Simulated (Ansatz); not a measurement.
`C[O][SnH2][CH]=N` + CH₃SH → `N=CCS` + `C[O][SnH3]`  (formal exchange of groups at a C–Sn bond)

Gas-phase electronic energies from Ansatz, PBE0-D4/def2-TZVP geometries. CBS: MP2 limit from def2 TZ/QZ plus the TZ coupled-cluster correction, frozen cores. This one scheme is used for every species. Functionals use def2-TZVPP. Elements past krypton have def2 core potentials. For Sn outer-core shells are correlated without core-valence functions, which leaves a few kJ/mol of doubt a bond. Each species was taken in one conformer, which may not be the lowest.

CCSD(T)/CBS gives +3.4 kJ/mol.

Q: Another level gave -2.4 kJ/mol. Which?
A. revPBE/def2-TZVPP
B. LDA (SPW92)/def2-TZVPP
C. ωB97M-V/def2-TZVPP
D. HF/def2-TZVPP

A: C. ωB97M-V -2.4, LDA (SPW92) -7.4, revPBE 3.3, HF/def2-TZVPP -12.0 kJ/mol.

Q: What do rigid-rotor, harmonic-oscillator terms from PBE0-D4/def2-TZVP frequencies (298.15 K, 1 bar) make of the CCSD(T)/CBS value? (Estimate.)

A: The calculation gave: ΔZPE = -4.5 kJ/mol, ΔH = -2.8 kJ/mol, ΔS = -12 J/(mol·K), ΔG = +0.8 kJ/mol. Modes under 50 cm⁻¹ make the entropy rough.

Largest T1 diagnostic among the species: 0.014.

Leaving LDA and LC-ωPBE aside and taking each functional with its dispersion term where it has one, the values, not all of them listed here, spread over 14.5 kJ/mol, from B97M-V to BLYP-D4. LDA lies −8.7 kJ/mol from PBE without D4. At CCSD(T), def2-SVP lies −14.0 kJ/mol from the extrapolated value and def2-TZVPP −3.1 kJ/mol. From BLYP to BHLYP (50 % exact exchange), in def2-TZVPP and without D4, ΔE moves by −10.5 kJ/mol.
